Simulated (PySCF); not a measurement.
**Simulated characterisation data**

- B3LYP/pcJ-1 coupling constants (spin–dipole term left out of most H,H and C,H couplings)
- shielding tensors at PBE0/pcSseg-1 (GIAO)
- coordinates at the GFN2-xTB level
- run in PySCF 2.14
- one computed conformer, averaged over atoms made equivalent by symmetry, fast rotation or ring inversion, isolated molecule, no relativistic terms

References, each an isolated molecule treated in the same way: TMS for 1H (31.72 ppm), 13C (186.93 ppm). Multiplet labels drop J under 1 Hz and among equivalent protons, and merge close values. Unscaled 3J(H,H) run several per cent high. Where no couplings were computed, multiplicities follow the n + 1 count of equivalent neighbours, and m marks all less simple cases (inequivalent or close neighbours, rings, F or P nearby). Shifts are as computed. Against solution values, carbons near 30 ppm lie about +3 ppm off and those near 130 ppm about +5 ppm. Of 1211 compounds with measured shifts, 218 miss one by over three times the rms of a fit or turn the order of signals round; such compounds aren't used in these exercises.

Compound 1 (C$_{4}$H$_{8}$O). 1H NMR (400 MHz, computed): δ 2.27 (m, 2H), 1.26 (m, 6H). 13C{1H} NMR (computed): δ 52.4 (CH), 20.1 (CH3). Structure: SMILES [C@H]1(C)[C@H](C)O1.

Compound 2 (C$_{11}$H$_{8}$). 1H NMR (400 MHz, computed): δ 7.77 (d, 1H), 7.73 (s, 1H), 7.56 (d, 1H), 5.88 (m, 1H), 5.63 (m, 1H), 5.53 (m, 1H), 4.34 (m, 1H), 2.75 (s, 1H). 13C{1H} NMR (computed): δ 150.4 (CH), 141.6 (CH), 139.6 (C), 138.8 (C), 127.6 (C), 124.3 (CH), 122.1 (CH2), 119.0 (CH), 89.9 (C), 86.0 (CH), 42.4 (CH). Structure: `InChI=1S/C11H8/c1-3-8-5-6-10-9(4-2)11(10)7-8/h1,4-7,9H,2H2/t9-/m1/s1`.
